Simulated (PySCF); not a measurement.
# One molecule, several mistakes: B2H5OSi cation

All numbers below are calculated, not measured. They come from PySCF 2.14.0, an open-source quantum chemistry program, on an isolated molecule that a program drew, which may never have been made. The molecule is B2H5OSi cation (charge +1, singlet), drawn as the SMILES string `[BH+]O[SiH2]B`.

Each row is a Hartree-Fock (HF) and frozen-core CCSD(T) single point in the cc-pV(D+d)Z basis, meant for a local HF minimum. Run 1 is clean. Each other run has one planted mistake out of seven kinds, and not every kind appears here: one electron removed, one electron added, multiplicity raised by two, geometry at a saddle point, minimal basis STO-3G, one bond length entered in bohr, all coordinates scaled. The reference is restricted for singlets and unrestricted otherwise, and also for a bond in bohr. Adding or removing an electron swaps singlet and doublet. Electrons count all cores. HOMO and LUMO are orbital energies over both spins, the gradient is its largest component, and the lowest frequency (negative if imaginary) is given only where the gradient is small. Bond lengths are over the 8 bonds as drawn. T1 is the CCSD diagnostic: over 0.02 (restricted) or 0.045 (unrestricted) a single reference is doubtful.

Geometry of the clean run:
```xyz
9
B2H5OSi cation, angstrom
B     1.3826    0.3511    0.8484
O     0.8852    0.7961   -0.1609
Si    0.1787    1.4685   -1.7318
B    -1.7511    1.9657   -1.3473
H     1.8617   -0.0787    1.8246
H     0.4078    0.3178   -2.6116
H     1.1175    2.5703   -1.9665
H    -2.2315    1.8041   -0.2678
H    -2.3910    2.4265   -2.2412
```

| run | electrons | basis functions | <S^2> | HOMO (eV) | LUMO (eV) | gradient (hartree/bohr) | lowest frequency (cm^-1) | mean bond (Å) | longest bond (Å) | T1 | HF (hartree) | CCSD(T) (hartree) | mistake |
|---|---|---|---|---|---|---|---|---|---|---|---|---|---|
| 1 | 36 | 90 | 0.000 | -16.26 | -3.10 | 2.0e-05 | 111 | 1.4469 | 2.030 | 0.0161 | -415.86863 | -416.34565 | no fault |
| 2 | 36 | 90 | 0.690 | -14.22 | -3.50 | 2.1e-02 | - | 1.5796 | 2.254 | 0.0616 | -415.74657 | -416.22319 | one bond length entered in bohr |
| 3 | 36 | 90 | 0.000 | -16.14 | -3.08 | 2.5e-02 | - | 1.4744 | 2.068 | 0.0168 | -415.86574 | -416.34589 | all coordinates scaled |
| 4 | 35 | 90 | 0.762 | -24.11 | -13.91 | 1.0e-01 | - | 1.4469 | 2.030 | 0.0181 | -415.31501 | -415.76378 | ? |
| 5 | 36 | 29 | 0.000 | -15.35 | 1.04 | 2.8e-02 | - | 1.4469 | 2.030 | 0.0196 | -410.98302 | -411.20307 | ? |

**Which mistake was planted in run 4, and what did it cost?**

It counts 35 electrons, one fewer than the clean run, at the same geometry and basis. So the mistake is: one electron removed. Subtracting run 1 and multiplying by 627.51 kcal/mol a hartree, the energy moved by 347.4 kcal/mol in HF and 365.1 kcal/mol in CCSD(T).

**Which mistake was planted in run 5, and what did it cost?**

It has 29 basis functions where the clean run has 90, with the same electrons and geometry. So the mistake is: minimal basis STO-3G. Subtracting run 1 and multiplying by 627.51 kcal/mol a hartree, the energy moved by 3065.8 kcal/mol in HF and 3227.0 kcal/mol in CCSD(T).

Cautions from the logs. Run 2: T1 is over the limit, so its CCSD(T) energy is less reliable.
